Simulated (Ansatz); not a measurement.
Basis sets compared for Ga₈P₈H₂₂, a nanocrystal cut from wurtzite GaP (hydrogen-capped). Total charge 0; singlet. Geometry PBE-D4/def2-SVP. Ansatz on 2 threads of AMD EPYC 7R13 on a shared host and a share (18 GiB) of an NVIDIA H100 80GB HBM3; times are rough, and most runs start from earlier orbitals.

```csv
atom,x (Å),y (Å),z (Å)
Ga1,3.5216,-2.8896,-0.1964
P2,2.2496,-2.7347,-2.2929
P3,2.0012,-1.5483,1.1138
Ga4,1.9570,0.7275,0.4110
Ga5,0.1900,-1.5046,-2.5040
P6,0.7380,0.6594,-1.6642
P7,0.5350,1.9745,1.8595
Ga8,0.5167,4.3301,1.3318
Ga9,-1.2545,1.9661,-1.7693
P10,-0.5908,4.0900,-0.8483
Ga11,-0.0962,-2.6370,1.3187
P12,-1.1985,-2.3539,-0.7755
P13,-1.3288,-1.1360,2.7540
Ga14,-1.6802,1.1689,2.1242
Ga15,-3.3653,-1.2684,-0.6247
P16,-2.5785,0.9617,-0.0737
H17,4.8619,-2.0963,-0.4445
H18,3.4223,-4.3981,0.2557
H19,3.1036,-2.2852,-3.3488
H20,1.9846,-4.0459,-2.7996
H21,2.5449,-1.5223,2.4391
H22,3.3881,1.3619,0.2280
H23,-0.4089,-1.5246,-3.9593
H24,1.6091,1.2300,-2.6469
H25,1.1335,1.8687,3.1569
H26,1.9821,4.8230,1.0204
H27,-0.5200,5.0734,2.2605
H28,-1.9072,2.0756,-3.1973
H29,0.1749,4.7519,-1.8592
H30,-1.7497,4.9269,-0.9004
H31,-0.0647,-4.1041,1.8890
H32,-1.4822,-3.6962,-1.1858
H33,-0.6906,-1.1411,4.0331
H34,-2.5660,-1.7337,3.1452
H35,-2.5778,1.9341,3.1671
H36,-4.0186,-1.2365,-2.0602
H37,-4.0774,-1.8391,0.6712
H38,-3.7582,1.7721,-0.0283
```

Single mean-field runs in def2-SVP, def2-TZVP are fitted with def2-universal-jkfit.

Binding counts from free atoms (Ga doublet, P quartet, H doublet) in the same basis, without a counterpoise term.

```json
{"level": "PBE-D4/def2-SVP", "functions": "510", "energy (Eh)": "-18136.8913", "HOMO (eV)": "-6.05", "LUMO (eV)": "-1.83", "binding per atom (eV)": "2.77", "wall time": "9.5 s"}
{"level": "PBE0-D4/def2-SVP (with forces)", "functions": "510", "energy (Eh)": "-18137.4925", "HOMO (eV)": "-7.07", "LUMO (eV)": "-1.12", "binding per atom (eV)": "2.77", "wall time": "14 s"}
```

**Question.** Estimate the rows for PBE-D4/def2-TZVP, PBE0-D4/def2-TZVP.

**Answer.** 
```
            level  functions  energy (Eh)  HOMO (eV)  LUMO (eV)  binding per atom (eV)  wall time
 PBE-D4/def2-TZVP        812  -18139.8048      -6.08      -2.04                   2.77       12 s
PBE0-D4/def2-TZVP        812  -18140.3836      -7.07      -1.32                   2.77       16 s
```
